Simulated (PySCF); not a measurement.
PySCF input:

```python
from pyscf import gto, scf, dft

mol = gto.M(
    atom='''
    O    -0.64918807   -1.24168714   -0.00638428
    S     0.06942861    0.10131773    0.00101622
    O    -0.74495094    1.24603897   -0.03561977
    O     1.45969141   -0.05827825    0.04454817
    H    -1.63527688   -1.18967227   -0.03661258
    ''',
    basis='def2-tzvpd',
    charge=1,
    spin=0,
    verbose=4,
)

mf = dft.RKS(mol, xc='tpssh').density_fit(auxbasis='def2-universal-jkfit')
mf.grids.level = 3
mf.conv_tol = 1e-9
mf.max_cycle = 100
mf.max_memory = 1500
mf.kernel()
if not mf.converged:
    mf = mf.newton()
    mf.kernel(mf.make_rdm1())
mf.analyze()
```

**Question.** Which total energy does the run end on?

**Answer.** -624.19336 Eh (TPSSh/def2-TZVPD).

It need not be the lowest isomer of its formula.
